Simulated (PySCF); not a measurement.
## Correlation energy of Xe(2+) (xenon, charge +2)

[Kr] 4d10 5s2 5p4, high-spin 3P determinant. Calculation: PySCF 2.14, in x2c-TZVPall (8s6p4d2f, 60 functions); the spin-free X2C one-electron Hamiltonian (Gaussian nucleus). Frozen: [Kr] 4d10; 6 electrons correlated.

MP2 pair energies summed by pair of shells (mhartree):

```tsv
pair	energy	share (%)
5s-5p	-37.58	46.6
5p-5p	-36.85	45.7
5s-5s	-6.17	7.7
```

Total MP2 correlation energy: -80.61 mhartree.

Same-spin part -17.81 and opposite-spin part -62.80 mhartree; SCS-MP2 scales them by 1/3 and 6/5 to -81.30 mhartree.
